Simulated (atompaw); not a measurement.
**Pseudopotential generation for Ti: PAW (atompaw), LDA (PW92), scalar-relativistic.**

atompaw 4.2.0.5 was run on this input:

```
Ti 22
LDA-PW scalarrelativistic loggrid 1500 logderivrange -7 5 301
4 4 3 0 0 0
4 0 1.5
4 1 0
3 2 2
0 0 0
c
c
v
v
c
v
v
v
2
2.65 1.95 2.50 2.35
n
n
y
1.5
n
custom rrkj gramschmidtortho sinc
3 -0.5 troulliermartins
1.05
2.65
1.65
1.70
2.65
2.65
PWSCFOUT
UPFDX 0.0125d0 UPFXMIN -7.d0 UPFZMESH 22.d0
END
```

Command:

```bash
atompaw < Ti.input > Ti.log
```

Resulting log (summary file):

```
Completed calculations for Ti (AE)

 Exchange-correlation type: LDA, Perdew-Wang correlation

 Radial integration grid is logarithmic
 r0 =   3.7230371E-04 h =   8.1906817E-03   n =      1500 rmax =   8.0000000E+01

 Scalar relativistic calculation

 AEatom converged in  28 iterations
   nz     =  22.00
   delta  =       3.531776237655E-17

 All Electron Orbital energies:
  n  l      occupancy      energy
  1  0      2.0000000E+00 -3.5717390E+02
  2  0      2.0000000E+00 -3.9611334E+01
  3  0      2.0000000E+00 -4.8338839E+00
  4  0      1.5000000E+00 -5.5104717E-01
  2  1      6.0000000E+00 -3.2887080E+01
  3  1      6.0000000E+00 -3.1084696E+00
  4  1      0.0000000E+00 -2.9701852E-01
  3  2      2.0000000E+00 -5.7973691E-01

 Total energy
   Total                    :    -1703.22778526443403

 ---
 Completed calculations for Ti (SC)

 Exchange-correlation type: LDA, Perdew-Wang correlation

 Radial integration grid is logarithmic
 r0 =   3.7230371E-04 h =   8.1906817E-03   n =      1500 rmax =   8.0000000E+01

 Scalar relativistic calculation

 SCatom converged in   2 iterations
   nz     =  22.00
   delta  =       1.251563156147E-17

 Valence Electron Orbital energies:
  n  l      occupancy      energy
   3  0      2.0000000E+00 -4.8338839E+00
   4  0      1.5000000E+00 -5.5104717E-01
   3  1      6.0000000E+00 -3.1084696E+00
   4  1      0.0000000E+00 -2.9701852E-01
   3  2      2.0000000E+00 -5.7973691E-01

 Total energy
   Total                    :    -1703.22778525917988
   Valence                  :     -179.22592744571858

 PAW parameters:
       lmax =            2
         rc =    2.6500200724104848
        irc =         1084
   rc_shape =    1.9570970091989257
    rc_vloc =    2.5023346398085269
    rc_core =    2.3628785498500600
   Vloc: Norm-conserving Troullier-Martins with l= 3;e=  -5.0000E-01
   Projector type: RRKJ pseudization + Gram-Schmidt ortho.
   Sinc^2 compensation charge shape zeroed at   1.9571E+00

 Number of basis functions     6
 No.   n  nodes  l      Energy         Cp coeff         Occ
  1    3    2    0   -0.4833884E+01  0.1000000E+01  0.2000000E+01
  2    4    3    0   -0.5510472E+00  0.6826651E+00  0.1500000E+01
  3    3    1    1   -0.3108470E+01  0.1000000E+01  0.6000000E+01
  4    4    2    1   -0.2970185E+00  0.4431734E+00  0.0000000E+00
  5    3    0    2   -0.5797369E+00  0.1000000E+01  0.2000000E+01
  6  999    1    2    0.1500000E+01 -0.1815755E+00  0.0000000E+00

 Eigenvalues of overlap operator (in the basis of projectors):
    1        3.23302412E-01
    2        5.49942628E-01
    3        3.07142414E+00
    4        2.65493946E+01
    5        3.81140612E+01
    6        4.34808146E+02

 Orbital leakage outside PAW augmentation regions
   orb  is_core?  %out_of_sphere
   1 0    T          -0.00
   2 0    T           0.00
   3 0    F           0.14
   4 0    F          68.75
   2 1    T           0.00
   3 1    F           0.55
   4 1    F          85.79
   3 2    F          11.45

 Summary of PAW energies
   Total valence energy     :   -179.23359094154517
   Smooth energy            :     23.69477041515000
   One center               :   -202.92836135669518
   Smooth kinetic           :     29.66936038769419
   Vloc energy              :     -0.93904183768553
   Smooth exch-corr         :    -10.82247839773834
   One-center xc            :    -69.08938042182864
```

The run took about 1.6 s on one core of a shared server CPU.
